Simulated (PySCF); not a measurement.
Run record: excited-state job, SiEt(NHEt)3, `CCN[Si](NCC)(NCC)CC`.

Method: TDDFT B3LYP/def2-SVPD, vertical, gas phase, core orbitals frozen in the response (PySCF 2.14.0, density-fitted response routines). Geometry: PBE0-D3(BJ)/def2-SVP. The command runs a driver script over a list of jobs; the input below is this job's line of settings and its coordinates in Å.

Command:
```bash
OMP_NUM_THREADS=2 python probes_run.py task.json out
```

Input:
```
{"job": {"kind": "uv", "xc": "B3LYP", "basis": "def2-SVPD", "ip": false, "nstates": 10}, "charge": 0, "multiplicity": 1}
Si     0.270753     0.115315     0.502718
C      0.302885     0.035421     2.383512
C     -1.073578    -0.174359     3.007580
H      0.767265     0.960290     2.773093
H      0.986333    -0.782307     2.672499
H     -1.033502    -0.223551     4.107411
H     -1.765473     0.637924     2.733533
H     -1.528835    -1.112343     2.650614
N      1.933193     0.053293     0.005591
C      2.378510     0.214118    -1.360848
C      2.661143     1.655687    -1.763329
H      2.632628     0.316013     0.692050
H      3.280550    -0.400869    -1.542491
H      1.598837    -0.204999    -2.019451
H      1.760672     2.276313    -1.636255
H      2.987354     1.726062    -2.813540
H      3.456567     2.090842    -1.136279
N     -0.701493     1.496244     0.102856
C     -1.257087     1.830650    -1.186843
C     -2.755334     2.090230    -1.143008
H     -0.749414     2.251178     0.778750
H     -0.752194     2.709949    -1.636506
H     -1.052953     0.988851    -1.868739
H     -3.295318     1.201408    -0.780558
H     -3.148297     2.353637    -2.138315
H     -2.992222     2.921733    -0.459120
N     -0.501784    -1.177678    -0.353007
C      0.044218    -2.495526    -0.576746
C     -0.414442    -3.539538     0.432427
H     -1.512438    -1.131718    -0.429508
H     -0.200435    -2.844132    -1.598400
H      1.142289    -2.408180    -0.540987
H     -0.104028    -3.261793     1.452225
H      0.003631    -4.533110     0.204187
H     -1.513112    -3.631817     0.434144
```

Give the output.

```
coarse grid: 27760 points
cycle   1  E = -771.8762651184  dE =  7.874e-01  |g| = 8.188e-01  |ddm| = 1.305e+01
cycle   2  E = -771.7378197047  dE =  1.384e-01  |g| = 1.120e+00  |ddm| = 4.277e+00
cycle   3  E = -772.0423034152  dE = -3.045e-01  |g| = 1.104e-01  |ddm| = 2.594e+00
cycle   4  E = -772.0446593626  dE = -2.356e-03  |g| = 4.923e-02  |ddm| = 2.854e-01
cycle   5  E = -772.0452298416  dE = -5.705e-04  |g| = 8.191e-03  |ddm| = 9.968e-02
cycle   6  E = -772.0452443442  dE = -1.450e-05  |g| = 2.893e-03  |ddm| = 3.245e-02
cycle   7  E = -772.0452462882  dE = -1.944e-06  |g| = 6.967e-04  |ddm| = 6.815e-03
final grid: 258128 points
cycle   8  E = -772.1623572139  dE = -1.513e-04  |g| = 8.650e-03  |ddm| = 4.433e-01
cycle   9  E = -772.1623461019  dE =  1.111e-05  |g| = 1.100e-02  |ddm| = 4.990e-02
cycle  10  E = -772.1623767334  dE = -3.063e-05  |g| = 8.667e-04  |ddm| = 2.140e-02
cycle  11  E = -772.1623768680  dE = -1.346e-07  |g| = 4.378e-04  |ddm| = 3.178e-03
cycle  12  E = -772.1623769097  dE = -4.168e-08  |g| = 8.262e-05  |ddm| = 8.866e-04
cycle  13  E = -772.1623769113  dE = -1.601e-09  |g| = 2.274e-05  |ddm| = 3.504e-04
cycle  14  E = -772.1623769114  dE = -1.064e-10  |g| = 7.595e-06  |ddm| = 5.156e-05
converged SCF energy = -772.1623769114

Static polarisability (au): isotropic 150.400, principal 139.945 152.067 159.187

Singlet excitations
state   eV       nm        f      main configurations
  1   5.3307    232.6   0.01874   H->L 0.94
  2   5.5809    222.2   0.01116   H-1->L 0.89
  3   5.8086    213.4   0.02881   H->L+1 0.66, H-2->L 0.12, H->L+3 0.09
  4   5.8903    210.5   0.00911   H->L+2 0.84
  5   6.0190    206.0   0.01443   H->L+3 0.67, H->L+1 0.13, H->L+2 0.10
  6   6.1003    203.2   0.00807   H-1->L+2 0.49, H-1->L+1 0.35
  7   6.1913    200.3   0.01291   H-1->L+1 0.49, H-1->L+2 0.30, H-1->L+3 0.13
  8   6.2331    198.9   0.01457   H-2->L 0.67, H-1->L+3 0.11, H->L+3 0.10
  9   6.3072    196.6   0.00065   H-1->L+3 0.69, H-1->L+2 0.12, H-2->L 0.08
 10   6.4339    192.7   0.01863   H->L+4 0.64, H->L+6 0.10

Triplet excitations (Tamm-Dancoff, eV): 5.2174 5.4461 5.6407 5.8138
```

The SCF starts on a coarse grid where the log names one; the energy can jump when the final grid takes over, and dE then counts from the start density on the new grid. H and L stand for HOMO and LUMO; the number after each pair is its weight.

Give the mean polarisability as a volume in Å³, and the ratio of the largest to the smallest principal value.

150.400 au × 0.148185 = 22.29 Å³; 159.187/139.945 = 1.14.

Give S1 in cm⁻¹ and kJ/mol.

5.3307 eV × 8065.54 = 42995 cm⁻¹; × 96.485 = 514.3 kJ/mol.

In short: HOMO -5.93 eV, LUMO 0.22 eV; lowest singlet 5.33 eV; lowest triplet 5.22 eV (Tamm–Dancoff); mean polarisability 150.4 au.

On 2 threads, Intel Xeon 6975P-C (x86_64), shared host with 192 logical CPUs at a one-minute load of 123, this took 2.9 min wall, 6.3 min CPU (grids of density and orbitals included) and 2.7 GiB of memory at its peak.

One conformer stands for the species.
Labels such as C1 count atoms from 1, the log's own numbers from 0.
